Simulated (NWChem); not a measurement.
System: C₃H₃ClF₂; SMILES ClC(=C)C(F)F

Input file for NWChem:

```
start job
memory heap 200 mb stack 900 mb global 1100 mb
geometry units angstroms noautosym nocenter noautoz
  C     -1.686409    -0.270724    -0.502541
  C     -0.410491    -0.309027    -0.130796
  Cl     0.516700    -1.766967    -0.089916
  C      0.380462     0.896667     0.306607
  F     -0.404548     1.991601     0.305003
  F      1.406180     1.114024    -0.540408
  H     -2.213501     0.684729    -0.499561
  H     -2.216975    -1.173607    -0.808378
  H      0.795650     0.758691     1.321350
end
basis spherical
  C library def2-tzvp
  Cl library def2-tzvp
  F library def2-tzvp
  H library def2-tzvp
end
dft
  xc xpbe96 cpbe96
  iterations 150
  semidirect filesize 400000000
end
property
  efieldgrad
end
task dft property
```

Structure relaxed at the PBE0/def2-SVP level.

Vzz is the largest principal value of the second derivative of the potential at the nucleus (NWChem prints the opposite sign); η is the asymmetry. Non-relativistic.

Atoms are numbered as in the input.

Q: What results follow from this input? (PBE/def2-TZVP.) Quantities: Vzz Cl3 (a.u.); η Cl3.

A: The vzz Cl3 (a.u.) comes out as 3.791. The η Cl3 is 0.12.
